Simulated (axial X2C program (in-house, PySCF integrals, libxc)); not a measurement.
## A run on WB⁻ that gave no curve

A calculation with an axial X2C code built on PySCF integrals was to scan the bond of WB⁻, spin-free and two-component.

The run was started with this input:
```json
{"zs": [74, 5], "q": -1, "bas": ["dyall-av3z", "dyall-av3z"], "levels": ["PBE0", "HF", "M06", "PW91"], "cc": false, "r0": 2.22, "npts": 10, "nst": 2, "ntry": 6, "opt": {"gaunt": 0}}
```
```bash
python so2c.py task.json out
```

Keys: zs atomic numbers; q charge; bas basis sets; levels methods; cc coupled cluster on or off; r0 starting distance in Å; npts points on the curve; nst determinants followed; ntry starts of the search; gaunt Gaunt term on or off. HF also brings MP2.

Outcome:

No determinant converged under both Hamiltonians within the starts and the time share of the PBE0 search, so no state could be followed. This does not show that the molecule is unbound.
